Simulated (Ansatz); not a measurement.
`CO[SiH2]C#C[SiH](C)OC` → 5 C• + 12 H• + 2 O• + 2 Si•  (atomization)

Gas-phase electronic energies from Ansatz, PBE0-D4/def2-TZVP geometries. CCSD(T)/CBS adds triple-zeta CCSD(T) − MP2 to the extrapolated MP2 energy (def2 sets, frozen cores). This one scheme is used for every species, atoms too. Functionals use def2-TZVPP. B3LYP here is the variant with VWN-RPA as its local correlation; programs differ in this. HSE06 is defined as in plane-wave codes. Open shells (•) are unrestricted, without spin–orbit coupling. Spin–orbit coupling would lower the free atoms: a little for C, O, Si. Each species was taken in one conformer, which may not be the lowest.

`CO[SiH2]C#C[SiH](C)OC`:

```xyz
21

C    -0.116   -3.422    1.349
O     1.056   -2.903    1.938
Si    2.059   -1.866    1.167
C     1.158   -0.370    0.624
C     0.539    0.610    0.256
Si   -0.396    2.088   -0.309
C    -1.816    2.435    0.825
O    -1.004    1.811   -1.806
C    -0.203    1.465   -2.912
H    -0.814   -2.621    1.081
H    -0.598   -4.079    2.074
H     0.113   -4.003    0.449
H     3.113   -1.500    2.137
H     2.642   -2.488   -0.051
H     0.583    3.208   -0.348
H    -2.368    3.315    0.488
H    -1.457    2.619    1.840
H    -2.501    1.585    0.851
H     0.324    0.520   -2.742
H     0.539    2.243   -3.128
H    -0.852    1.353   -3.782
```

| level | ΔE (eV) | difference from CCSD(T)/CBS |
| --- | --- | --- |
| LDA (SPW92) | 98.04 | 11.58 |
| PBE-D4 | 87.68 | 1.22 |
| revPBE-D4 | 85.66 | -0.80 |
| BLYP-D4 | 86.12 | -0.34 |
| r2SCAN-D4 | 86.54 | 0.08 |
| B97M-V | 86.50 | 0.04 |
| PBE0-D4 | 86.31 | -0.15 |
| B3LYP-D4 | 86.33 | -0.13 |
| r2SCANh-D4 | 86.03 | -0.43 |
| r2SCAN0-D4 | 85.29 | -1.17 |
| HSE06-D4 | 86.37 | -0.09 |
| BHLYP-D4 | 84.08 | -2.38 |
| CAM-B3LYP-D4 | 86.74 | 0.28 |
| ωB97X-V | 86.53 | 0.07 |
| ωB97M-V | 86.58 | 0.12 |
| PBE-QIDH | 85.86 | -0.60 |
| PBE | 87.18 | 0.72 |
| revPBE | 84.18 | -2.28 |
| BLYP | 85.05 | -1.41 |
| r2SCAN | 86.40 | -0.06 |
| B3LYP | 85.53 | -0.93 |
| r2SCANh | 85.88 | -0.58 |
| r2SCAN0 | 85.13 | -1.33 |
| HSE06 | 85.97 | -0.49 |
| BHLYP | 83.47 | -2.99 |
| CAM-B3LYP | 86.30 | -0.16 |
| LC-ωPBE | 85.89 | -0.57 |
| HF/def2-SVP | 64.07 | -22.39 |
| CCSD/def2-SVP | 80.74 | -5.72 |
| CCSD(T)/def2-SVP | 81.60 | -4.86 |
| HF/def2-TZVPP | 63.94 | -22.52 |
| MP2/def2-TZVPP | 85.80 | -0.66 |
| SCS-MP2/def2-TZVPP | 85.43 | -1.03 |
| CCSD/def2-TZVPP | 83.03 | -3.43 |
| CCSD(T)/def2-TZVPP | 84.28 | -2.18 |
| HF/def2-QZVPP | 64.08 | -22.38 |
| MP2/def2-QZVPP | 87.10 | 0.64 |
| SCS-MP2/def2-QZVPP | 86.89 | 0.43 |
| MP2/CBS(def2) | 87.98 | 1.52 |
| CCSD/CBS(def2) | 85.22 | -1.24 |
| CCSD(T)/CBS | 86.46 | 0 |

Largest T1 diagnostic among the species: 0.012.

At CCSD(T), def2-SVP lies −4.86 eV from the extrapolated value and def2-TZVPP −2.19 eV: correlation converges slowly with the basis, and small sets miss more of it in the bonded molecule than in its fragments. In def2-TZVPP, CCSD(T) changes the Hartree–Fock value by +20.34 eV (the triples alone add +1.24 eV) and MP2 by +21.86 eV; breaking electron pairs costs correlation energy, which Hartree–Fock lacks. From BLYP to BHLYP (50 % exact exchange), in def2-TZVPP and without D4, ΔE moves by −1.58 eV: exact exchange takes away binding that semilocal exchange gives to molecules.

For atomizations the MP2-based limit and the directly extrapolated one differ by several kJ/mol either way, and by 10 to 25 for some Ge, Se and Sn compounds, so smaller differences from it don't rank the levels.
